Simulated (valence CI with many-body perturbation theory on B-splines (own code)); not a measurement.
Results of a calculation; reference values are marked as such.
# Energy levels of Ge XII

Level of theory: configuration interaction combined with many-body perturbation theory (CI+MBPT): three valence electrons over a frozen Dirac-Fock core [Ar], a basis of 9 s, 9 p, 10 d, 8 f, 5 g, 3 h, 1 i functions for each j, with the one-electron correlation potential Σ1, the two-electron term Σ2, the three-electron term Σ3, Breit, model QED; selected CI, second order for the rest, scaled by the run's own slope (own B-spline code, finite nucleus).

No measured levels were compared; by estimate terms of the open shell hold to 2 to 4 % of their energy, and close levels can change places. Core correlation moves these levels by up to 3500 cm⁻¹, and in measured spectra 5 to 20 % of such shifts remained as error; rates that hang on mixing are uncertain with them. Only levels of the ground parity were solved; by the run's estimate the other parity begins above the list, which can be wrong where configurations are misplaced.

Levels 1 to 19 of 19, with energies above the lowest level, 3d3 4F_3/2. "Leading %" is the weight of the configuration and term that name the level; weights of strongly mixed levels are sums over their largest components and can fall short. In the jj column 3d3/2^4 stands for four electrons in 3d with j = 3/2.

```tsv
No.	Configuration	Term	J	E (cm⁻¹)	Leading %	Leading jj	g
1	3d3	4F	3/2	0.0	99	3d3/2^3 (43 %)	0.403
2	3d3	4F	5/2	2579	99	3d3/2^2 3d5/2 (80 %)	1.028
3	3d3	4F	7/2	5737	99	3d3/2 3d5/2^2 (74 %)	1.236
4	3d3	4F	9/2	9224	98	3d3/2 3d5/2^2 (50 %)	1.328
5	3d3	4P	1/2	33478	94	3d3/2^2 3d5/2 (76 %)	2.557
6	3d3	4P	3/2	33519	85	3d3/2^2 3d5/2 (58 %)	1.659
7	3d3	2G	7/2	36933	99	3d3/2 3d5/2^2 (51 %)	0.890
8	3d3	4P	5/2	37678	99	3d3/2 3d5/2^2 (64 %)	1.594
9	3d3	2G	9/2	39210	83	3d3/2^2 3d5/2 (67 %)	1.083
10	3d3	2D	3/2	46305	54	3d3/2 3d5/2^2 (66 %)	1.085
11	3d3	2P	1/2	48294	94	3d3/2 3d5/2^2 (76 %)	0.777
12	3d3	2H	9/2	51504	84	3d3/2 3d5/2^2 (50 %)	0.940
13	3d3	2H	11/2	52420	100	3d3/2 3d5/2^2 (100 %)	1.090
14	3d3	2D	5/2	53910	98	3d3/2 3d5/2^2 (55 %)	1.203
15	3d3	2P	3/2	56306	55	3d5/2^3 (83 %)	1.115
16	3d3	2F	7/2	80702	100	3d3/2 3d5/2^2 (75 %)	1.141
17	3d3	2F	5/2	82063	99	3d3/2 3d5/2^2 (52 %)	0.859
18	3d3	2D	5/2	125260	99	3d3/2^2 3d5/2 (48 %)	1.197
19	3d3	2D	3/2	126500	100	3d3/2 3d5/2^2 (88 %)	0.799
```

Names give the largest LS component (configuration and term), which can be under half, so a name can repeat, a term be missing and a line seem to break the LS rules; names also repeat where a configuration has a term twice.

The ionisation energy to 3d2 3F_2 of the next ion comes out as 326.38 eV (NIST: 326 ± 2.5 eV (theoretical)). All 19 levels together are meant to be complete up to 131560 cm⁻¹.
